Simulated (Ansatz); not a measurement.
Consider the ligand exchange at the Si–N bond: `CN([SiH3])[SiH2]Cl` + `[OH][InH2]` → `[SiH3][O][InH2]` + `CN[SiH2]Cl`.

Gas-phase electronic energies from Ansatz, PBE0-D4/def2-TZVP geometries. CCSD(T)/CBS is the MP2 limit (def2-TZVPP, def2-QZVPP) plus CCSD(T) − MP2 in def2-TZVPP, frozen cores. DFT in def2-TZVPP. Elements past krypton have def2 core potentials. For In outer-core shells are correlated without core-valence functions, which leaves a few kJ/mol of doubt a bond. One conformer a species, not always the lowest.

| level | ΔE (kJ/mol) | difference from CCSD(T)/CBS |
| --- | --- | --- |
| LDA (SPW92) | -46.3 | 8.9 |
| r2SCANh-D4 | -56.9 | -1.7 |
| r2SCAN0-D4 | -58.2 | -3.0 |
| BLYP | -61.6 | -6.4 |
| RPA@PBE/def2-TZVPP | -53.7 | 1.5 |
| CCSD(T)/def2-SVP | -57.8 | -2.6 |
| HF/def2-TZVPP | -79.0 | -23.8 |
| MP2/def2-TZVPP | -53.7 | 1.5 |
| HF/def2-QZVPP | -79.7 | -24.5 |
| MP2/CBS(def2) | -53.7 | 1.5 |
| CCSD(T)/CBS | -55.2 | 0 |

Q: What do rigid-rotor, harmonic-oscillator terms from PBE0-D4/def2-TZVP frequencies (298.15 K, 1 bar) make of the CCSD(T)/CBS value? (Best estimate.)

A: Computed: ΔZPE = +2.0 kJ/mol, ΔH = -52.8 kJ/mol, ΔS = 15 J/(mol·K), ΔG = -57.3 kJ/mol. Modes under 50 cm⁻¹ make the entropy rough.

Largest T1 diagnostic among the species: 0.017.

In def2-TZVPP, CCSD(T) changes the Hartree–Fock value by +23.8 kJ/mol (the triples alone add +3.7 kJ/mol) and MP2 by +25.3 kJ/mol. The D4 term adds +8.7 kJ/mol with B3LYP and +4.8 kJ/mol with PBE0; it sums over pairs of atoms, weighted by their polarisabilities, and B3LYP, whose exchange is more repulsive, gets the larger term.

B3LYP here is the variant with VWN-RPA as its local correlation; programs differ in this.
